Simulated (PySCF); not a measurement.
# Finite-field polarisability of Ru (ruthenium, neutral)

[Kr] 4d7 5s1, high-spin 5F determinant. Calculation: PySCF 2.14, in aug-cc-pVDZ-PP with ECP28MDF; a scalar-relativistic core potential. Frozen: 4s2 4p6. Energy changes in a uniform field (μhartree):

```csv
axis,F (au),HF,MP2,CCSD,CCSD(T)
x,0.0015,-104.273,-63.630,-78.199,-76.619
x,0.003,-417.319,-254.957,-312.974,-306.662
y,0.0015,-104.273,-63.630,-78.199,-76.619
y,0.003,-417.319,-254.957,-312.974,-306.662
z,0.0015,-104.273,-63.630,-78.198,-76.618
z,0.003,-417.312,-254.964,-312.962,-306.649
```

Q: Derive α along x at CCSD(T) from the two fields.

A: With ΔE = −αF²/2 − γF⁴/24, α = −(16 ΔE(F) − ΔE(2F))/(6F²) = 68.09 bohr³.

Q: And the mean polarisability at each level?

A: HF 92.67, MP2 56.53, CCSD 69.50, CCSD(T) 68.09 bohr³. Reference: 72 ± 10 bohr³ (recommended; Schwerdtfeger and Nagle, table of static dipole polarizabilities (2023 update)).

A double-zeta set is small for polarisabilities.
